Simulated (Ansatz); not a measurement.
Program: Ansatz. Geometries: PBE0-D4/def2-TZVP. ΔE: electronic, gas phase. CBS: MP2 limit from def2 TZ/QZ plus the TZ coupled-cluster correction, frozen cores. This one scheme is used for every species. Functionals use def2-TZVPP. B3LYP here is the variant with VWN-RPA as its local correlation; programs differ in this. One conformer a species, not always the lowest.

Consider the formal exchange of groups at the Si–C bond: `CC[Si](N)(O)F` + CH₃NH₂ → `N[SiH](O)F` + `CCNC`.

```tsv
level	ΔE (kcal/mol)
PBE-D4	14.2
PBE0-D4	14.5
B3LYP-D4	14.1
ωB97M-V	14.6
PBE	13.4
HF/def2-QZVPP	11.7
MP2/def2-QZVPP	14.1
CCSD/CBS(def2)	14.0
```

Task: What does CCSD(T)/CBS give? (Estimate.)

Result: The calculation gave: +14.1 kcal/mol. The listed levels differ from it by 0.1, 0.4, 0.0, 0.5, -0.7, -2.4, 0.0, -0.1 kcal/mol.

Largest T1 diagnostic among the species: 0.011.

The D4 term adds +1.2 kcal/mol with B3LYP and +0.7 kcal/mol with PBE0; it sums over pairs of atoms, weighted by their polarisabilities, and B3LYP, whose exchange is more repulsive, gets the larger term. In def2-TZVPP, CCSD(T) changes the Hartree–Fock value by +1.8 kcal/mol (the triples alone add +0.1 kcal/mol) and MP2 by +2.1 kcal/mol.
